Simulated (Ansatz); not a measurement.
Program: Ansatz. Geometries: PBE0-D4/def2-TZVP. ΔE: electronic, gas phase. CCSD(T)/CBS is the MP2 limit (def2-TZVPP, def2-QZVPP) plus CCSD(T) − MP2 in def2-TZVPP, frozen cores. This one scheme is used for every species. One conformer a species, not always the lowest.

Consider the redistribution: `N[Si](Cl)(Cl)[Si](N)(Cl)Cl` + `F[Si](F)(Cl)[SiH2]Cl` → `N[SiH](Cl)[Si](N)(Cl)Cl` + `F[Si](F)(Cl)[SiH](Cl)Cl`.

```
                     species  CCSD(T)/CBS(def2) energy (Eh)
`N[Si](Cl)(Cl)[Si](N)(Cl)Cl`                    -2529.38270
      `F[Si](F)(Cl)[SiH2]Cl`                    -1698.74064
   `N[SiH](Cl)[Si](N)(Cl)Cl`                    -2070.14767
   `F[Si](F)(Cl)[SiH](Cl)Cl`                    -2157.97516
```

(1) Work out ΔE.

Largest T1 diagnostic among the species: 0.011.

Answers

(1) ΔE = (-2070.14767) + (-2157.97516) − (-2529.38270) − (-1698.74064) = 0.00051 Eh = +0.01 eV.
